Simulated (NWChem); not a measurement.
System: InH, singlet; SMILES [InH]

Input file for NWChem:

```
start job
memory heap 200 mb stack 700 mb global 900 mb
geometry units angstroms noautoz
  In     0.000000     0.000000    -0.014080
  H      0.000000     0.000000    -1.877363
end
basis spherical
  In library def2-svp
  H library def2-svp
end
ecp
  In library def2-ecp
end
dft
  xc r2scan
  iterations 150
  mulliken
end
task dft energy
```

NWChem printed, in part:

```
             Northwest Computational Chemistry Package (NWChem) 7.3.0
             --------------------------------------------------------

 ORDER OF PRIMARY AXIS IS BEING SET TO 4
 C4V symmetry detected

                             Geometry "geometry" -> ""
                             -------------------------

 Output coordinates in angstroms (scale by  1.889725989 to convert to a.u.)

  No.       Tag          Charge          X              Y              Z
 ---- ---------------- ---------- -------------- -------------- --------------
    1 In                  49.0000     0.00000000     0.00000000     0.03726566
    2 H                    1.0000     0.00000000     0.00000000    -1.82601734

 Effective nuclear repulsion energy (a.u.)      13.9161282537

      Symmetry information
      --------------------

 Group name             C4v
 Group number             18
 Group order               8
 No. of unique centers     2

                                 NWChem DFT Module
                                 -----------------

 Summary of "ao basis" -> "ao basis" (spherical)
 ------------------------------------------------------------------------------
       Tag                 Description            Shells   Functions and Types
 ---------------- ------------------------------  ------  ---------------------
 In                         def2-svp                10       26   4s4p2d
 H                          def2-svp                 3        5   2s1p

      Symmetry analysis of basis
      --------------------------

        a1         13
        a2          0
        b1          2
        b2          2
        e          14

            General Information
            -------------------
          SCF calculation type: DFT
          Wavefunction type:  closed shell.
          No. of atoms     :     2
          No. of electrons :    22
           Alpha electrons :    11
            Beta electrons :    11
          Charge           :     0
          Spin multiplicity:     1
          Use of symmetry is: on ; symmetry adaption is: on
          Maximum number of iterations: 150
          AO basis - number of functions:    31
                     number of shells:    13
          Convergence on energy requested:  1.00D-06
          Convergence on density requested:  1.00D-05
          Convergence on gradient requested:  5.00D-04

              XC Information
              --------------
                      r^2SCAN Method XC Functional
               r^2SCAN metaGGA Exchange Functional  1.000
                     r^2SCAN Correlation Potential  1.000

             Grid Information
             ----------------
          Grid used for XC integration:  medium
          Radial quadrature: Mura-Knowles
          Angular quadrature: Lebedev.
          Tag              B.-S. Rad. Rad. Pts. Rad. Cut. Ang. Pts.
          ---              ---------- --------- --------- ---------
          In                  1.55      123           8.0       590
          H                   0.35       45           9.0       434
          Grid pruning is: on
          Number of quadrature shells:   168
          Spatial weights used:  Erf1

      Superposition of Atomic Density Guess
      -------------------------------------

 Sum of atomic energies:        -218.54958091

      Non-variational initial energy
      ------------------------------

 Total energy =    -189.597571
 1-e energy   =    -347.173065
 2-e energy   =     151.611439
 HOMO         =      -0.193276
 LUMO         =      -0.009674

      Symmetry analysis of molecular orbitals - initial
      -------------------------------------------------

 !! scf_movecs_sym_adapt:    4 vectors were symmetry contaminated

  Symmetry fudging

 !! scf_movecs_sym_adapt:    4 vectors were symmetry contaminated

  Numbering of irreducible representations:

     1 a1          2 a2          3 b1          4 b2          5 e

  Orbital symmetries:

     1 a1          2 a1          3 e           4 e           5 a1
     6 e           7 e           8 b2          9 b1         10 a1
    11 a1         12 e          13 e          14 a1         15 a1
    16 a1         17 e          18 e          19 e          20 e
    21 b2

     ---------------------------------------------
      Total Density - Mulliken Population Analysis
     ---------------------------------------------

    Atom       Charge   Shell Charges
 -----------   ------   -------------------------------------------------------
    1 In  21    20.57   2.60 -0.60  1.06  0.89  3.24  2.75  0.34  0.27  9.72  0.30
    2 H    1     1.43   0.74  0.68  0.00

   convergence    iter        energy       DeltaE   RMS-Dens  Diis-err
 ---------------- ----- ----------------- --------- --------- ---------
 d= 0,ls=0.0,diis     1   -190.7550279286 -1.97D+02  2.99D-02  5.78D-02
 d= 0,ls=0.0,diis     2   -190.7657476347 -1.07D-02  1.03D-02  2.13D-02
 d= 0,ls=0.0,diis     3   -190.7722329161 -6.49D-03  2.79D-03  2.49D-03
 d= 0,ls=0.0,diis     4   -190.7729238397 -6.91D-04  1.85D-04  4.07D-05
 d= 0,ls=0.0,diis     5   -190.7729273948 -3.56D-06  8.34D-05  2.93D-06
 d= 0,ls=0.0,diis     6   -190.7729277532 -3.58D-07  8.45D-06  3.80D-08

         Total DFT energy =     -190.772927753169
      One electron energy =     -347.445574679544
           Coulomb energy =      167.820487445391
    Exchange-Corr. energy =      -17.111895484898
 Nuclear repulsion energy =        5.964054965882

 Numeric. integr. density =       22.000002859453

                  Occupations of the irreducible representations
                  ----------------------------------------------

[...]
```

Level: r2SCAN/def2-SVP with def2 effective core potentials on In. Low-valent species are run as closed-shell singlets; no triplet was tried in these runs. Coordinates come from a PBE0/def2-SVP optimisation. def2 effective core potentials on In; no spin-orbit coupling.
